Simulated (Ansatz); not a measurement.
A geometry optimisation of AlBGaH4Si+ with PBE0-D3(BJ)/def2-SVP

The starting geometry of this gas-phase singlet was optimised with GFN2-xTB.

```xyz
8

Al   -0.8071    0.9862    0.1459
B     0.3829   -0.2224   -1.1237
Ga   -4.1828   -0.1615   -1.5383
Si   -1.3446   -0.9684   -1.5646
H     0.6635    0.7235   -1.7997
H     1.2825   -0.8674   -0.7253
H    -2.2597    1.3712   -0.7034
H    -0.8495    1.8427    1.4352
```

Q: Predict what it relaxes into with PBE0-D3(BJ)/def2-SVP.

A: New bonds form, giving a structure with H5 bridging Al1 and B2, H7 bridging Al1 and Si4, given below by its coordinates. Contacts that close: Al1–H5 (2.45 → 1.87 Å), Si4–H7 (2.66 → 1.62 Å).

The energy falls by 1.44 eV over 18 steps:

```tsv
step	E − E(last) (eV)
1	1.436
3	0.949
5	0.491
7	0.227
9	0.090
10	0.047
12	0.010
14	0.001
16	0.000
18	0.000
```

Final geometry (Å):

```yaml
atoms:
  - { symbol: Al, position_ang: [-0.6562, 1.1501, 0.2353] }
  - { symbol: B, position_ang: [0.1162, -0.2342, -1.1299] }
  - { symbol: Ga, position_ang: [-4.1461, -1.4212, -1.7164] }
  - { symbol: Si, position_ang: [-1.7294, 0.0542, -1.6059] }
  - { symbol: H, position_ang: [0.9089, 0.6143, -0.6262] }
  - { symbol: H, position_ang: [0.6717, -1.2845, -1.2898] }
  - { symbol: H, position_ang: [-1.9188, 1.5484, -1.0166] }
  - { symbol: H, position_ang: [-0.3611, 2.2767, 1.2756] }
```

Frequencies at the end are all real (lowest 41 cm⁻¹). Run with Ansatz 0.2.0, 51 s on 2 threads of Intel(R) Xeon(R) Platinum 8259CL CPU @ 2.50GHz (Skylake/Cascade Lake), on a shared host.
